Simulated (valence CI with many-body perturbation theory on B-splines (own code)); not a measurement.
Cl²⁺: electric-dipole lines

Calculated by relativistic CI+MBPT: five valence electrons over a frozen Dirac-Fock core [Ne], radial functions for each j: 9 s, 9 p, 8 d, 6 f, 3 g, 1 h, with the one-electron correlation potential Σ1, the two-electron term Σ2, the three-electron term Σ3, Breit, model QED; selected CI, second order for the rest, scaled by the run's own slope (own B-spline code, finite nucleus).

Set against measurement, 24 paired levels are off by 102 cm⁻¹ on average, the worst by 236. These come from a selection out of Moore, Atomic Energy Levels, vol. I, NSRDS-NBS 35 (1971 reprint of NBS Circular 467, 1949), an old analysis. Levels without a partner in it may be off by more. Among the levels kept, up to 1500 cm⁻¹ of a level comes from second order outside the variational space, and about a tenth of that is noise between levels of different J, which matters for small intervals.

Lines 1 to 50 of 269 in falling wavelength, among levels below 206928 cm⁻¹, chosen from the strongest by gf and those to the six lowest levels. Wavelengths and rates use the calculated energies, so an error of 100 cm⁻¹ moves a line at 625.2 nm by 0.63 % and its rate by three times that or more. Electric multipoles are in the length gauge, E1 and E2 with the static RPA response of the core. Weak lines are less certain than strong ones. Lines between different terms over intervals too small for the method are left out, as are lines whose strength nearly cancels. Where a level lies close to another of its J and parity, the split of strength between their lines is uncertain. The highest levels of a list are the least certain.

Names give the largest LS component (configuration and term), which can be under half, so a name can repeat, a term be missing and a line seem to break the LS rules; names also repeat where a configuration has a term twice. Letters in brackets count levels of one name in rising energy.

```
λ vac (nm)  λ from measured levels             Upper                Lower   A (s⁻¹)  S (a.u.)
      1177                          3s²3p²4p ²D°_3/2  3s²3p²3d ²F_5/2 [b]  9.84e+05  3.17e+00
      1064                          3s²3p²4p ²D°_5/2  3s²3p²3d ²F_7/2 [b]  1.29e+06  4.61e+00
     625.2                   619.2  3s²3p²4p ⁴P°_5/2      3s²3p²4s ²D_5/2  3.61e+05  2.61e-01
     607.6                   602.8  3s²3p²4p ²D°_3/2      3s²3p²4s ²D_3/2  4.03e+06  1.78e+00
     575.7                   571.5  3s²3p²4p ²D°_5/2      3s²3p²4s ²D_3/2  7.13e+05  4.03e-01
     574.2                   569.6  3s²3p²4p ²D°_5/2      3s²3p²4s ²D_5/2  5.88e+06  3.29e+00
     542.4                          3s²3p²4p ²D°_3/2  3s²3p²3d ²P_1/2 [b]  3.38e+06  1.06e+00
     538.2                          3s²3p²4p ²S°_1/2      3s²3p²4s ²P_3/2  3.64e+07  5.59e+00
     531.3                          3s²3p²4p ²D°_3/2  3s²3p²3d ²P_3/2 [b]  1.48e+06  4.38e-01
     518.1                          3s²3p²4p ²S°_1/2      3s²3p²4s ²P_1/2  2.38e+07  3.27e+00
     506.8                          3s²3p²4p ²D°_5/2  3s²3p²3d ²P_3/2 [b]  5.80e+06  2.24e+00
     474.5                          3s²3p²4p ⁴D°_1/2      3s²3p²3d ⁴P_1/2  4.24e+06  4.47e-01
     468.7                          3s²3p²4p ⁴D°_3/2      3s²3p²3d ⁴P_1/2  2.91e+06  5.92e-01
     466.2                          3s²3p²4p ⁴D°_3/2      3s²3p²3d ⁴P_3/2  2.77e+06  5.54e-01
     456.9                          3s²3p²4p ⁴D°_5/2      3s²3p²3d ⁴P_3/2  6.19e+06  1.75e+00
     453.5                          3s²3p²4p ⁴D°_5/2      3s²3p²3d ⁴P_5/2  1.55e+06  4.28e-01
     444.8                          3s²3p²4p ²D°_5/2  3s²3p²3d ²D_5/2 [a]  3.17e+06  8.27e-01
     443.5                          3s²3p²4p ²D°_3/2  3s²3p²3d ²D_3/2 [a]  3.52e+06  6.07e-01
     441.6                          3s²3p²4p ⁴D°_7/2      3s²3p²3d ⁴P_5/2  1.15e+07  3.91e+00
     416.2                          3s²3p²4p ⁴P°_1/2      3s²3p²3d ⁴P_1/2  7.36e+06  5.24e-01
     414.4                          3s²3p²4p ⁴P°_3/2      3s²3p²3d ⁴P_1/2  1.49e+07  2.10e+00
     414.3                          3s²3p²4p ⁴P°_1/2      3s²3p²3d ⁴P_3/2  4.52e+07  3.17e+00
     412.5                          3s²3p²4p ⁴P°_3/2      3s²3p²3d ⁴P_3/2  6.04e+06  8.37e-01
     409.8                          3s²3p²4p ⁴P°_3/2      3s²3p²3d ⁴P_5/2  3.02e+07  4.10e+00
     405.4                          3s²3p²4p ⁴P°_5/2      3s²3p²3d ⁴P_3/2  1.30e+07  2.56e+00
     402.7                          3s²3p²4p ⁴P°_5/2      3s²3p²3d ⁴P_5/2  4.69e+07  9.06e+00
     393.3                   392.7  3s²3p²4p ⁴P°_5/2      3s²3p²4s ²P_3/2  8.32e+06  1.50e+00
     388.9                   388.3  3s²3p²4p ⁴P°_3/2      3s²3p²4s ²P_1/2  2.90e+06  3.37e-01
     386.6                          3s²3p²4p ⁴S°_3/2      3s²3p²3d ⁴P_1/2  6.74e+06  7.68e-01
     385.6                   385.2  3s²3p²4p ²D°_3/2      3s²3p²4s ²P_3/2  1.80e+07  2.04e+00
     384.9                          3s²3p²4p ⁴S°_3/2      3s²3p²3d ⁴P_3/2  6.14e+06  6.92e-01
     383.3                          3s²3p²4p ²D°_5/2      3s²3p²3d ⁴P_3/2  2.95e+06  4.92e-01
     380.9                          3s²3p²4p ²D°_5/2      3s²3p²3d ⁴P_5/2  4.91e+06  8.04e-01
     375.2                   375.0  3s²3p²4p ²D°_3/2      3s²3p²4s ²P_1/2  9.71e+07  1.01e+01
     374.8                   374.3  3s²3p²4p ⁴D°_3/2      3s²3p²4s ⁴P_5/2  4.29e+06  4.46e-01
     372.5                   372.2  3s²3p²4p ²D°_5/2      3s²3p²4s ²P_3/2  1.06e+08  1.63e+01
     371.0                   370.7  3s²3p²4p ⁴D°_1/2      3s²3p²4s ⁴P_3/2  1.92e+07  9.65e-01
     368.8                   368.3  3s²3p²4p ⁴D°_5/2      3s²3p²4s ⁴P_5/2  3.06e+07  4.55e+00
     367.4                   367.1  3s²3p²4p ⁴D°_3/2      3s²3p²4s ⁴P_3/2  6.83e+07  6.68e+00
     365.9                   365.8  3s²3p²4p ⁴D°_1/2      3s²3p²4s ⁴P_1/2  1.25e+08  6.04e+00
     362.5                   362.4  3s²3p²4p ⁴D°_3/2      3s²3p²4s ⁴P_1/2  7.22e+07  6.79e+00
     361.6                   361.4  3s²3p²4p ⁴D°_5/2      3s²3p²4s ⁴P_3/2  1.14e+08  1.60e+01
     360.8                   360.3  3s²3p²4p ⁴D°_7/2      3s²3p²4s ⁴P_5/2  1.42e+08  2.63e+01
     339.3                   338.9  3s²3p²4p ⁴P°_3/2      3s²3p²4s ⁴P_5/2  1.84e+07  1.42e+00
     334.5                   334.1  3s²3p²4p ⁴P°_5/2      3s²3p²4s ⁴P_5/2  8.33e+07  9.23e+00
     334.4                   334.1  3s²3p²4p ⁴P°_1/2      3s²3p²4s ⁴P_3/2  1.12e+08  4.12e+00
     333.2                   333.0  3s²3p²4p ⁴P°_3/2      3s²3p²4s ⁴P_3/2  4.82e+07  3.52e+00
     330.3                   330.2  3s²3p²4p ⁴P°_1/2      3s²3p²4s ⁴P_1/2  1.82e+07  6.45e-01
     329.1                   329.1  3s²3p²4p ⁴P°_3/2      3s²3p²4s ⁴P_1/2  6.81e+07  4.79e+00
     328.5                   328.4  3s²3p²4p ⁴P°_5/2      3s²3p²4s ⁴P_3/2  2.64e+07  2.78e+00
```
